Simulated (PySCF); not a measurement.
This script is equivalent to a calculation on P³⁺ (phosphorus, charge +3).

```python
from pyscf import gto, scf, dft, mp, cc
import basis_set_exchange as bse
mol = gto.M(atom="P 0 0 0", charge=3, spin=0, symmetry="D2h",
            basis=gto.basis.parse(bse.get_basis("pcseg-2", elements=["P"], fmt="nwchem", header=False)))
mf = scf.UHF(mol)
mf.irrep_nelec = {'Ag': (3, 3), 'B1u': (1, 1), 'B2u': (1, 1), 'B3u': (1, 1)}
mf.kernel()
```

Problem. What total energy does it give?

Solution. -338.55477 hartree (calculated).

Problem. Which occupied shell lies highest, and where?

Solution. 3s, at -49.859 eV.
